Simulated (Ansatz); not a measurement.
Ansatz (a program for electronic structure) job for HfO2, SMILES [O]=[Hf]=[O], multiplicity 1, CAM-B3LYP/def2-TZVPD. The structure is a stationary point at PBE-D3(BJ)/def2-TZVP. The multiplicity is an assumed one; other spin states were not compared. The isomer is the one that the SMILES or the coordinates give; other isomers of the formula were not compared. The def2 effective core potentials stand for the cores of Hf; spin–orbit coupling is left out.

Ansatz 0.2 input:
```yaml
crystal:
  periodic: [false, false, false]
  atoms:
    - {symbol: Hf, position_ang: [0.00000000, -0.00000000, 0.19651559]}
    - {symbol: O, position_ang: [0.00000000, -1.43341028, -0.88432014]}
    - {symbol: O, position_ang: [0.00000000, 1.43341029, -0.88432014]}
basis:
  gaussian:
    orbitals: def2-TZVPD
hamiltonian:
  xc: {name: CAM-B3LYP}
```

Log of the run:

```
WARN ansatz: RAYON_NUM_THREADS=1 ignored (pool sized by the plan → 1); use --threads N
Functional definition: CAM-B3LYP
integrals: 0.05 GiB planned
773 factors; their error is unknown
integrals: 0.08 GiB planned
211 factors; integrals over basis functions are off by at most 3.8e-5 eV
mean field: 0.44 GiB planned
mean field evaluation 1: about -5377.5714 eV, gradient 1.1e2 eV
mean field evaluation 2: about -5052.2292 eV, gradient 3.5e2 eV
mean field evaluation 4: about -5400.1422 eV, gradient 6.8e0 eV
mean field evaluation 8: about -5400.2380 eV, gradient 7.0e-2 eV
mean field evaluation 16: about -5400.2518 eV, gradient 6.7e-5 eV
mean field -5400.25177702 eV, -198.4555923835 hartree, gradient 1.5e-5 eV, S^2 0.000000; 0 other end points of the search recorded, 0 dependent functions left out
reference -5400.25188339 eV, -198.4555962925 hartree; 14, 14 occupied and 109, 109 virtual orbitals, 773 factors
Total energy: -5400.25188339 eV, -198.4555962925 hartree
```

Self-consistency was reached.
